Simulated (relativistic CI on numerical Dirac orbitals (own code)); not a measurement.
A ladder of approximations for the levels of F+

Calculated with a relativistic CI code on KLI orbitals (one set per configuration, finite nucleus), adding one ingredient at a time: step 1, Dirac-Coulomb, each configuration alone; step 2, with Breit and QED terms; step 3, with configuration mixing; step 4, with scaled Slater integrals (0.85); step 5, with a P86 correlation estimate; step 6, tied to the ionisation limit. P86 is a density functional for the correlation energy, evaluated here for each configuration and added to its levels. Step 6 is semi-empirical: configurations made of the next ion and one excited electron move by 1414 cm⁻¹, so that their limit matches the tabulated ionisation energy, and those with a non-penetrating f or g electron also take the P86 value of the least penetrating other one.

CI space (outside the closed core 1s2): 2s2.2p4, 2s.2p5, 2s2.2p3.3s, 2s2.2p3.3p, 2p6, 2s2.2p3.3d, 2s2.2p3.4s, 2s2.2p3.4p, 2s2.2p3.4d, 2s2.2p3.4f, 2s2.2p2.3s.3p, 2s2.2p2.3s2, 2s2.2p.3s2.3p, 2s2.2p.3s2.3d, 2s2.2p.3s2.4s, 2s2.2p.3s2.4p, 2s2.2p2.3p2, 2s2.2p.3s.3p2, 2s2.2p.3p3, 2s2.2p.3p2.3d, 2s2.2p.3p2.4s, 2s2.2p.3p2.4p, 2s2.2p2.3s.3d, 2s2.2p.3s.3p.3d, 2s2.2p.3s.3d2, 2s2.2p.3s.3d.4s, 2s2.2p.3s.3d.4p.

Computed minus measured energy above the ground level, in cm⁻¹, for 11 of the 20 excited levels that pair in every step (one J of a term; a digit in brackets numbers repeated terms):

```csv
Configuration,Term,J,Measured,Step 1,Step 2,Step 3,Step 4,Step 5,Step 6
2s2.2p4,3P,1,341,5,-5,-6,-6,-6,-6
2s2.2p4,1D,2,20873,1849,1835,2068,-1304,-1311,-1312
2s2.2p4,1S,0,44918,11626,11653,-2209,-6722,-6666,-6666
2s.2p5,3P°,2,164798,11219,11160,9399,11307,12531,12560
2s2.2p3.3s,5S°,2,176494,-10302,-10330,-10218,-5988,-612,795
2s2.2p3.3s,3S°,1,182864,-9658,-9686,-9858,-6689,-1307,102
2s2.2p3.3p,5P,1,202449,-10934,-10966,-10785,-6578,-801,610
2s2.2p3.3p,3P,1,207699,-10245,-10280,-10489,-7160,-1380,29
2s2.2p3.3s,3D°,3,211866,-6941,-7001,-6806,-8352,-2978,-1566
2s2.2p3.3s,1D°,2,215070,-6642,-6682,-6635,-8710,-3333,-1923
2s2.2p3.3s,3P°,0,229554,16,16,142,-4998,364,1769
```

Mean absolute errors in cm⁻¹, over all paired levels and for the configurations:

```csv
"Configuration, levels",Step 1,Step 2,Step 3,Step 4,Step 5,Step 6
"all, 20",7912,7921,7178,6730,3332,2842
"2s2.2p4, 4",3376,3375,1073,2010,1998,1998
"2s.2p5, 3",11234,11155,9392,11301,12524,12551
"2s2.2p3.3s, 7",6788,6816,6752,7348,2078,1326
"2s2.2p3.3p, 6",10588,10623,10637,6869,1090,319
```

Measured levels: NIST Handbook of Basic Atomic Spectroscopic Data (Sansonetti and Martin, J. Phys. Chem. Ref. Data 34, 1559 (2005)).

The mean absolute error is lowest at step 6 (2842 cm⁻¹), and the largest single drop is from step 4 to 5 (6730 to 3332). Terms of the ground configuration are off by 3376 at first, 1073 with mixing and 2010 after scaling, which overcorrects here, since the mixing already narrows the term splittings. The Breit and QED terms change the top of the ground term (measured 490) from 513 to 484. Mixing lowers the ground level by 540; relative to it the configurations that move most are 2s.2p5 by -1763, 2s2.2p3.3s by +100, 2s2.2p3.3p by -14. The P86 estimate moves 2s2.2p3.3p by +5779, 2s2.2p3.3s by +5374, 2s.2p5 by +1223, and takes the mean absolute error of the excited configurations from 7910 to 3666. Step 6 takes that error from 3666 to 3053; the error more than halves for 2s2.2p3.3p.
